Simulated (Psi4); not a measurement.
Pair of molecules, SMILES C=C with SMILES CO (the first has 6 atoms); geometry from B3LYP-D3(BJ)/def2-TZVP, rigid monomers moved along the line of their centres of mass till C1···H12 is 4.35 Å.
(charge 0, multiplicity 1):
| atom | x (Å) | y (Å) | z (Å) |
|---|---|---|---|
| C | 0.7019 | 0.2081 | 0.0238 |
| C | -0.6063 | 0.0269 | -0.1008 |
| H | 1.1658 | 1.1668 | -0.1740 |
| H | 1.3615 | -0.5962 | 0.3268 |
| H | -1.0691 | -0.9328 | 0.0955 |
| H | -1.2663 | 0.8298 | -0.4059 |
| C | -0.3863 | -0.6250 | 5.6529 |
| O | -0.5184 | 0.6955 | 5.1560 |
| H | -1.1623 | -1.2947 | 5.2631 |
| H | -0.4929 | -0.5739 | 6.7360 |
| H | 0.5951 | -1.0580 | 5.4249 |
| H | -0.4261 | 0.6661 | 4.1954 |

Level of theory: SAPT0/jun-cc-pV(D+d)Z in Psi4.

Q: Which attractive term is largest, and how does the interaction split up?

A: electrostatics -17.2, exchange 0.6, induction -1.0, dispersion -4.8, total -22.5 meV; the largest attraction is electrostatics.
